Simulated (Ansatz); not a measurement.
## Worked example: C4H9N + SiH(CH3)(OH)(SiH3) → C3H7N + Si(CH3)2(OH)(SiH3)

Species: C4H9N `C=CN(C)C`, singlet; SiH(CH3)(OH)(SiH3), singlet; C3H7N (N-methylethenamine) `C=CNC`, singlet; Si(CH3)2(OH)(SiH3), singlet. The partners trade CH3 for H: N–CH3 and Si–H bonds give way to N–H and Si–CH3.

Shapes, held fixed at every level: PBE0-D4/def2-TZVP. Flexible molecules stand in one conformer, not always the lowest. Programs: Ansatz 0.2.0. Electronic energies: no zero-point or thermal term.

At CCSD(T)/CBS estimate; 1 Eh = 2625.50 kJ/mol:

```
           species  energy (Eh)
             C4H9N  -212.294121
SiH(CH3)(OH)(SiH3)  -696.247023
             C3H7N  -173.038719
Si(CH3)2(OH)(SiH3)  -735.526512
```

Problem. Work out ΔE of the reaction at this level.

Solution. 
1. Products less reactants: (-173.038719) + (-735.526512) − [(-212.294121) + (-696.247023)] = -0.024087 Eh = -63.2 kJ/mol.

Other levels give -67.8 (r2SCAN-D4/def2-TZVPP) to -61.3 kJ/mol (MP2/def2-TZVPP). No measured value is set beside it here. The CBS estimate extrapolates MP2 from def2-TZVPP and def2-QZVPP and adds CCSD(T) − MP2 in the triple-zeta set, cores frozen.
